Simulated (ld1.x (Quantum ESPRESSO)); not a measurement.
**Ga (Z = 31), TM: configuration errors across variants**

```
Element                 : Ga
Generator               : ld1.x (Quantum ESPRESSO) 7.5
Type                    : norm-conserving Troullier–Martins (Kleinman–Bylander form)
Functional              : LDA (PZ)
Relativity              : scalar-relativistic
Frozen core             : [Ar] 3d10
Valence charge          : 3
Reference configuration : 4s1 4p0 (charge +2)
Partial waves           : 4s (bound): rc 1.85 bohr; 4p (bound, empty): rc 1.80 bohr
Local potential         : the p channel
Core correction         : none
```

All-electron excitation energies from the reference (eV): (1) 4s2 4p1 -27.391; (2) 4s2 4p0 -21.503; (3) 4s2 4p0.5 -25.271; (4) 4s2 4p1.3 -27.969; (5) 4s1 4p2 -20.779; (6) 4s1 4p1 -14.053; (7) 4s0 4p3 -13.847; (8) 4s1 4p0 spin -0.308; (9) 4s2 4p1 spin -27.525.

Spin tests fill each open shell by Hund’s rule, majority spin first.

Tests that are not counted but printed errors over 1 eV. “wave 4p (bound): rc 1.80 bohr becomes 4p (bound): rc 1.12 bohr”: 4s0 4p3 (solver errors, printed error -40.2 eV).

A true bound ghost makes a file unfit for plane-wave use even where its test errors are small: the radial tests pick states by their node count and pass the ghost by. Where a test does run into it, the solver fails or the error is huge.

Errors AE − PS in meV (a dash: test not solved or not reliable):

| change | (1) | (2) | (3) | (4) | (5) | (6) | (7) | (8) | (9) | bound ghosts |
| --- | --- | --- | --- | --- | --- | --- | --- | --- | --- | --- |
| base | +238 | +146 | +199 | +252 | +171 | +78 | +153 | +316 | +256 | s |
| wave 4p (bound): rc 1.80 bohr becomes 4p (bound): rc 1.12 bohr | +311 | +158 | +241 | +339 | +497 | +587 | – | +316 | +333 | s, p (extra level of the local part) |
| wave 4p (bound): rc 1.80 bohr becomes 4p (bound): rc 1.36 bohr | +257 | +154 | +212 | +274 | +193 | +88 | +207 | +316 | +276 | s |
| wave 4p (bound): rc 1.80 bohr becomes 4p (bound): rc 1.46 bohr | +253 | +153 | +210 | +269 | +183 | +82 | +178 | +316 | +271 | s |
| wave 4p (bound): rc 1.80 bohr becomes 4p (bound): rc 1.64 bohr | +245 | +150 | +205 | +260 | +174 | +79 | +154 | +316 | +263 | s |
| wave 4p (bound): rc 1.80 bohr becomes 4p (bound): rc 1.84 bohr | +236 | +145 | +197 | +249 | +171 | +78 | +153 | +316 | +254 | s |
| wave 4p (bound): rc 1.80 bohr becomes 4p (bound): rc 2.04 bohr | +232 | +143 | +194 | +245 | +170 | +78 | +153 | +316 | +250 | s |
| wave 4p (bound): rc 1.80 bohr becomes 4p (bound): rc 2.20 bohr | +234 | +144 | +196 | +248 | +170 | +78 | +152 | +316 | +253 | s |
| wave 4p (bound): rc 1.80 bohr becomes 4p (bound): rc 2.40 bohr | +237 | +146 | +199 | +251 | +171 | +78 | +151 | +316 | +256 | s |
| wave 4p (bound): rc 1.80 bohr becomes 4p (bound): rc 2.68 bohr | +239 | +147 | +200 | +254 | +168 | +75 | +146 | +316 | +257 | s |

(1) Give the same row for: wave 4p (bound): rc 1.80 bohr becomes 4p (bound): rc 2.54 bohr.

Results:

(1) +239, +147, +200, +253, +170, +77, +149, +316, +257; bound ghosts: s.
